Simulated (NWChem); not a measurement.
Program: NWChem. System: diarsenic (As$_{2}$), charge 0, spin multiplicity 1, optimised in this run. Level: PBE0/def2-SVP.

The NWChem input:

```
start mol
memory heap 200 mb stack 900 mb global 1100 mb
geometry units angstroms
  As     0.000000     0.000000     1.047071
  As     0.000000     0.000000    -1.047071
  symmetry group D2h
end
basis spherical
  * library def2-svp
end
dft
  xc pbe0
  semidirect memsize 60000000 filesize 0
  iterations 100
end
driver
  maxiter 80
end
task dft optimize
task dft freq
```

Part of the output:

```
             Northwest Computational Chemistry Package (NWChem) 7.3.0
             --------------------------------------------------------

                                NWChem Input Module
                                -------------------

 Scaling coordinates for geometry "geometry" by  1.889725989
 (inverse scale =  0.529177249)

 Turning off AUTOSYM since
 SYMMETRY directive was detected!

          ------
          auto-z
          ------

                             Geometry "geometry" -> ""
                             -------------------------

 Output coordinates in angstroms (scale by  1.889725989 to convert to a.u.)

  No.       Tag          Charge          X              Y              Z
 ---- ---------------- ---------- -------------- -------------- --------------
    1 As                  33.0000     0.00000000     0.00000000     1.04707100
    2 As                  33.0000     0.00000000     0.00000000    -1.04707100

 Effective nuclear repulsion energy (a.u.)     275.1838338378

            Nuclear Dipole moment (a.u.)
            ----------------------------
        X                 Y               Z
 ---------------- ---------------- ----------------
     0.0000000000     0.0000000000     0.0000000000

      Symmetry information
      --------------------

 Group name             D2h
 Group number             26
 Group order               8
 No. of unique centers     1

      Symmetry unique atoms

     1


 Summary of "ao basis" -> "" (spherical)
 ------------------------------------------------------------------------------
       Tag                 Description            Shells   Functions and Types
 ---------------- ------------------------------  ------  ---------------------
 *                          def2-svp                  on all atoms

                           NWChem Geometry Optimization
                           ----------------------------

 maximum gradient threshold         (gmax) =   0.000450
 rms gradient threshold             (grms) =   0.000300
 maximum cartesian step threshold   (xmax) =   0.001800
 rms cartesian step threshold       (xrms) =   0.001200
[...]
 Dependent rotation vector no.                    3
  found in ECKART; assuming linear geometry
 Projected Nuclear Hessian trans-rot subspace norm:6.9333D-33
                         (should be close to zero!)

          --------------------------------------------------------
          MASS-WEIGHTED PROJECTED HESSIAN (Hartree/Bohr/Bohr/Kamu)
          --------------------------------------------------------

               1            2            3            4            5            6
   ----- ----- ----- ----- -----
    1    0.00000D+00
    2   -5.65280D-21  0.00000D+00
    3   -5.65280D-21  0.00000D+00  4.17893D+00
    4    4.52224D-20  0.00000D+00  4.23960D-21  0.00000D+00
    5   -3.53300D-22  0.00000D+00  2.82640D-21  0.00000D+00  0.00000D+00
    6    4.23960D-21 -6.71269D-21 -4.17893D+00  0.00000D+00 -5.65280D-21  4.17893D+00

 center of mass
 --------------
 x =   0.00000000 y =   0.00000000 z =   0.00000000

 moments of inertia (a.u.)
 ------------------
         585.048521899724           0.000000000000           0.000000000000
           0.000000000000         585.048521899724           0.000000000000
           0.000000000000           0.000000000000           0.000000000000

 Rotational Constants
 --------------------
 A=   0.000000 cm-1  (  0.000000 K)
 B=   0.102898 cm-1  (  0.148044 K)
 C=   0.102898 cm-1  (  0.148044 K)

 Temperature                      =   298.15K
 frequency scaling parameter      =   1.0000

 Linear Molecule

 Zero-Point correction to Energy  =    0.672 kcal/mol  (  0.001070 au)
 Thermal correction to Energy     =    2.307 kcal/mol  (  0.003677 au)
 Thermal correction to Enthalpy   =    2.899 kcal/mol  (  0.004620 au)

 Total Entropy                    =   57.364 cal/mol-K
   - Translational                =   40.905 cal/mol-K (mol. weight = 149.8432)
   - Rotational                   =   15.721 cal/mol-K (symmetry #  =        2)
   - Vibrational                  =    0.737 cal/mol-K

 Cv (constant volume heat capacity) =    6.282 cal/mol-K
   - Translational                  =    2.979 cal/mol-K
   - Rotational                     =    1.986 cal/mol-K
   - Vibrational                    =    1.316 cal/mol-K


 ----------------------------------------------------------------------------
 Normal Eigenvalue ||    Projected Derivative Dipole Moments (debye/angs)
  Mode   [cm**-1]  ||      [d/dqX]             [d/dqY]           [d/dqZ]
 ------ ---------- || ------------------ ------------------ -----------------
    1       -0.000 ||       0.000               0.000            -0.000
    2        0.000 ||       0.000               0.000            -0.000
    3        0.000 ||      -0.000               0.000             0.000
    4        0.000 ||      -0.000              -0.000             0.000
    5        0.000 ||       0.000              -0.000            -0.000
    6      469.950 ||      -0.000              -0.000            -0.000
 ----------------------------------------------------------------------------

 ----------------------------------------------------------------------------
 Normal Eigenvalue ||           Projected Infra Red Intensities
  Mode   [cm**-1]  || [atomic units] [(debye/angs)**2] [(KM/mol)] [arbitrary]
 ------ ---------- || -------------- ----------------- ---------- -----------
    1       -0.000 ||    0.000000           0.000         0.000       0.000
    2        0.000 ||    0.000000           0.000         0.000       9.010
    3        0.000 ||    0.000000           0.000         0.000      17.425
    4        0.000 ||    0.000000           0.000         0.000       9.018
    5        0.000 ||    0.000000           0.000         0.000      17.432
    6      469.950 ||    0.000000           0.000         0.000       7.116
 ----------------------------------------------------------------------------

 Task  times  cpu:       30.6s     wall:       30.6s

 Total times  cpu:       37.5s     wall:       37.5s
```
